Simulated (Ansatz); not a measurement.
Reaction: SnOH3 (SMILES [OH][SnH2], doublet) → SnOH3 (SMILES [O][SnH3], doublet)
Each species at its own B3LYP-D3(BJ)/def2-TZVP minimum (Ansatz, an electronic-structure program).

Total energies in hartree (Ansatz). Open shells are spin-unrestricted; no spin-orbit coupling. Correlated methods leave the cores frozen (noble-gas shells, and filled d and f shells in the p block). Past Kr the def2 sets carry scalar-relativistic core potentials. Spin-orbit terms, left out, reach several kcal/mol for Br and I, and more for heavier atoms.

```csv
species,HF/def2-TZVPP,CCSD(T)/def2-TZVPP,HF/def2-QZVPP,CCSD(T)/def2-QZVPP,CCSDT(Q)/def2-TZVPP
"1: SnOH3 (SMILES [OH][SnH2], doublet)",-289.96987,-290.34472,-289.97612,-290.37672,-290.34608
"2: SnOH3 (SMILES [O][SnH3], doublet)",-289.92892,-290.27464,-289.93488,-290.30492,-290.27619
```

### Question
Work out the isomerisation energy (electronic) in kcal/mol: take Hartree-Fock from def2-QZVPP, extrapolate the CCSD(T) correlation energy as X^-3 (X = 3, 4), and add CCSDT(Q) - CCSD(T) in def2-TZVPP. 1 hartree = 627.51 kcal/mol.

### Answer

Species 1: correlation (64·(-0.40060) - 27·(-0.37485))/37 = -0.41939; step -0.00136; E1 = -289.97612 + (-0.41939) + (-0.00136) = -290.39687
Species 2: correlation (64·(-0.37004) - 27·(-0.34572))/37 = -0.38779; step -0.00155; E2 = -289.93488 + (-0.38779) + (-0.00155) = -290.32422
-1·E1 +1·E2 = 0.07265 hartree = 45.6 kcal/mol.
